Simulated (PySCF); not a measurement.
C2H3F2, SMILES `C[C](F)F` (charge 0, multiplicity 2)

Calculation: PBE-D3(BJ)/def2-TZVP // B3LYP-D3(BJ)/def2-TZVP in PySCF 2.14.0.

The highest occupied spin orbital is -4.78 eV and the dipole moment comes out as 1.88 D. The total energy is -277.4759 Ha and the cost comes out as very roughly 4 core-minutes.

Bond lengths (Å): C1–C2 1.486, C1–H5 1.097, C1–H6 1.088, C1–H7 1.088, C2–F3 1.340, C2–F4 1.340. Bond angles (°): C2–C1–H5 110.3, C2–C1–H6 109.7, C2–C1–H7 109.8, H5–C1–H6 108.8, H5–C1–H7 108.8, H6–C1–H7 109.3, C1–C2–F3 115.4, C1–C2–F4 115.4, F3–C2–F4 109.4.
Charge 0, spin multiplicity 2.
